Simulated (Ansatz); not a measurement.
The Ga1–Cl2 bond of GaCl is stretched (multiplicity 1).


Cores are frozen in the correlated methods. Filled d and f shells under p-block atoms count as core.

Run with Ansatz (Gaussian orbitals). Each number belongs to the level named beside it.

Energies above the point at 2.239 Å (the B3LYP-D3(BJ) bond length), FIC-MRCISD+Q on CASSCF(10,8)/def2-TZVPP (kcal/mol): 8.18 at 2.015 Å; 5.61 at 2.463 Å; 108.22 at 8.956 Å.

Q: Take the last value as the depth D of a Morse curve D(1 − e^(−a(R − R₀)))², fit a and R₀ to the two near points, and test it at 3.023 and 3.918 Å.

A: 
With D = 108.2, both near points (counted from the curve's value at 2.239 Å) are met by a = 1.12 Å⁻¹ and R₀ = 2.232 Å, so k = 2Da² = 272 kcal/(mol Å²). The curve then gives 37.3 and 77.9 kcal/mol; the level itself gives 33.9 and 71.8, so Morse is off by 3.4 and 6.1.

Ansatz is an electronic-structure program.
